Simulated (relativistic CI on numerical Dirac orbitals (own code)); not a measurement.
Co⁺: 2p photoemission

Computed with this model: Dirac-Coulomb-Breit CI, KLI orbitals optimised for each configuration, a model potential for QED, valence Slater integrals scaled by 0.7, multiplet model of photoemission in the sudden approximation; configurations [Ar] 3d8 → [He] 2s2 2p5 3s2 3p6 3d8; 300 K; Lorentzian 0.5 eV and Gaussian 0.6 eV FWHM. Energies are those of the free ion, without screening or charge transfer. The energies are binding energies and can lie tens of eV above those of solids. S is read from ⟨S²⟩ = S(S + 1).

Field parameters in Wybourne normalisation: Oh B⁴₀ = 21Dq, B⁴₄ = √(5/14) B⁴₀. The field is a parameter set, without covalency.

Peaks in eV (height, largest 100): 793.7 (86), 795.2 (78), 797.3 (40), 810.1 (100), 811.7 (9).

**Question.** Which surroundings give this spectrum?
A. free ion
B. Oh, 10Dq = 6550 cm⁻¹
C. Oh, 10Dq = 14900 cm⁻¹
D. Oh, 10Dq = 10750 cm⁻¹

**Answer.** A. free ion, where the ground state has S = 1.00.
